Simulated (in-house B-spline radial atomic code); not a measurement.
Binding energies in Mg5+

NIST's tabulated ground configuration is [He] 2s2 2p3; each binding energy is the energy of the ion with one electron taken from that subshell, relaxed, less that of the parent. Method: Dirac-Hartree-Fock, average of configuration, Fermi nucleus of rms radius 3.057 fm. Calculated with a B-spline radial code for spherical atoms. Energies include first-order Breit, QED and recoil terms.

```json
{"subshell": "1s", "X-ray name": "K", "binding energy (eV)": "1468.4", "-ε (eV)": "1482.1", "relaxation (eV)": "12.8"}
{"subshell": "2s", "X-ray name": "L1", "binding energy (eV)": "211.5", "-ε (eV)": "212.8", "relaxation (eV)": "1.3"}
{"subshell": "2p", "X-ray name": "L2,3", "binding energy (eV)": "181.9", "-ε (eV)": "183.6", "relaxation (eV)": "1.6"}
```

Relaxation = -ε minus the binding energy without Breit, QED and recoil terms.

Task: What does it cost to remove both a 1s and a 2p electron?

Result: 1704.3 eV, which is 53.93 eV more than the two single binding energies together.

Task: What does it cost to remove two 2p electrons?

Result: 404.35 eV, which is 40.48 eV more than the two single binding energies together.

Task: What does it cost to remove both a 2s and a 2p electron?

Result: 428.66 eV, which is 35.26 eV more than the two single binding energies together.
